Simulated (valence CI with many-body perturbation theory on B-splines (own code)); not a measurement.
## Level structure of Ta LX

Computed by configuration interaction combined with many-body perturbation theory (CI+MBPT): four valence electrons over a frozen Dirac-Fock core [Ne], a basis of 11 s, 11 p, 10 d, 8 f, 5 g, 2 h functions for each j, with the one-electron correlation potential Σ1, the two-electron term Σ2, the three-electron term Σ3, Breit, model QED; selected CI, second order for the rest, scaled by the run's own slope (own B-spline code, finite nucleus).

The last digits are not significant, and no measured levels were compared; by estimate large intervals hold to a few tenths of a per cent, small ones and those within an open d or f shell to about a per cent. Among the levels kept, up to 570 cm⁻¹ of a level comes from second order outside the variational space, and about a tenth of that is noise between levels of different J, which matters for small intervals.

Levels 136 to 168 of 168, with energies above the lowest level, (3s^2 3p1/2^2) J=0. "Leading %" is the weight of the configuration and term that name the level; weights of strongly mixed levels are sums over their largest components and can fall short. In the jj column 3d3/2^4 stands for four electrons in 3d with j = 3/2.

```csv
No.,Configuration,Term,J,E (eV),Leading %,Second component,g,Leading jj
136,3s3p²3d,³D,3,1502.8,50,21 % 3s3p²3d ¹F,1.245,3s 3p3/2^2 3d5/2 (95 %)
137,3s3p²3d,¹P,1,1515.9,36,36 % 3s3p²3d ³P,1.084,3s 3p3/2^2 3d5/2 (94 %)
138,3s3p²3d,¹D,2,1528.6,38,24 % 3s3p²3d ³P,1.108,3s 3p3/2^2 3d5/2 (93 %)
139,3p²3d²,³F,3,1532.0,32,24 % 3p²3d² ⁵G,1.070,3p1/2^2 3d3/2 3d5/2 (98 %)
140,3p²3d²,³P,2,1543.7,23,9 % 3p²3d² ⁵P,1.170,3p1/2^2 3d3/2 3d5/2 (96 %)
141,3p²3d²,³F,4,1548.6,24,21 % 3p²3d² ¹G,1.060,3p1/2^2 3d3/2 3d5/2 (97 %)
142,3p²3d²,³P,1,1548.6,36,34 % 3p²3d² ⁵D,1.506,3p1/2^2 3d3/2 3d5/2 (98 %)
143,3p³3d,³F°,2,1550.0,43,18 % 3p³3d ³D°,0.979,3p1/2 3p3/2^2 3d3/2 (87 %)
144,3p³3d,³D°,1,1555.1,42,39 % 3p³3d ⁵D°,0.978,3p1/2 3p3/2^2 3d3/2 (93 %)
145,3p³3d,⁵D°,0,1560.9,48,26 % 3p³3d ¹S°,,3p1/2 3p3/2^2 3d3/2 (92 %)
146,3p³3d,³F°,3,1561.4,34,26 % 3p³3d ³G°,1.070,3p1/2 3p3/2^2 3d3/2 (90 %)
147,3p³3d,³G°,4,1566.0,44,34 % 3p³3d ¹G°,1.042,3p1/2 3p3/2^2 3d3/2 (90 %)
148,3p³3d,³F°,2,1579.7,32,21 % 3p³3d ¹D°,1.038,3p1/2 3p3/2^2 3d3/2 (85 %)
149,3p³3d,³P°,1,1585.8,25,19 % 3p³3d ³S°,1.324,3p1/2 3p3/2^2 3d3/2 (61 %)
150,3p³3d,³F°,2,1587.6,31,13 % 3p³3d ³P°,1.027,3p1/2 3p3/2^2 3d3/2 (70 %)
151,3p³3d,³D°,3,1589.2,30,16 % 3p³3d ¹F°,1.143,3p1/2 3p3/2^2 3d3/2 (75 %)
152,3s3p3d²,⁵D°,0,1606.4,78,18 % 3s3p3d² ³P°,,3s 3p3/2 3d3/2^2 (94 %)
153,3p³3d,³D°,1,1606.5,20,15 % 3p³3d ¹P°,1.016,3p1/2 3p3/2^2 3d3/2 (58 %)
154,3s3p3d²,⁵F°,3,1611.7,28,14 % 3s3p3d² ⁵G°,1.143,3s 3p3/2 3d3/2^2 (82 %)
155,3s3p3d²,⁵F°,2,1611.8,28,22 % 3s3p3d² ⁵D°,1.153,3s 3p3/2 3d3/2^2 (67 %)
156,3s3p3d²,⁵D°,1,1613.1,31,18 % 3p³3d ³D°,1.039,3p1/2 3p3/2^2 3d3/2 (49 %)
157,3s3p3d²,³F°,4,1616.8,27,19 % 3s3p3d² ³G°,1.187,3s 3p3/2 3d3/2^2 (84 %)
158,3p²3d²,³F,4,1627.0,28,13 % 3p²3d² ⁵F,1.168,3p1/2^2 3d5/2^2 (96 %)
159,3p³3d,³F°,4,1630.5,47,24 % 3p³3d ⁵D°,1.267,3p1/2 3p3/2^2 3d5/2 (85 %)
160,3p³3d,³D°,3,1632.8,51,22 % 3p³3d ⁵D°,1.297,3p1/2 3p3/2^2 3d5/2 (90 %)
161,3p³3d,³G°,5,1635.4,70,13 % 3s3p3d² ³G°,1.190,3p1/2 3p3/2^2 3d5/2 (70 %)
162,3s3p3d²,³P°,2,1636.5,26,23 % 3s3p3d² ⁵P°,1.604,3s 3p3/2 3d3/2^2 (81 %)
163,3p²3d²,³P,2,1636.5,20,17 % 3p²3d² ³F,1.205,3p1/2^2 3d5/2^2 (97 %)
164,3p³3d,¹G°,4,1638.4,35,27 % 3p³3d ⁵D°,1.188,3p1/2 3p3/2^2 3d5/2 (87 %)
165,3p³3d,³P°,0,1643.6,40,40 % 3p³3d ¹S°,,3p1/2 3p3/2^2 3d5/2 (79 %)
166,3s3p3d²,³D°,1,1643.9,15,13 % 3s3p3d² ¹P°,0.876,3s 3p3/2 3d3/2^2 (48 %)
167,3s3p3d²,³F°,2,1651.0,50,11 % 3s3p3d² ¹D°,0.856,3s 3p3/2 3d3/2^2 (82 %)
168,3p³3d,¹P°,1,1651.6,26,19 % 3p³3d ³D°,0.911,3p1/2 3p3/2^2 3d5/2 (58 %)
```
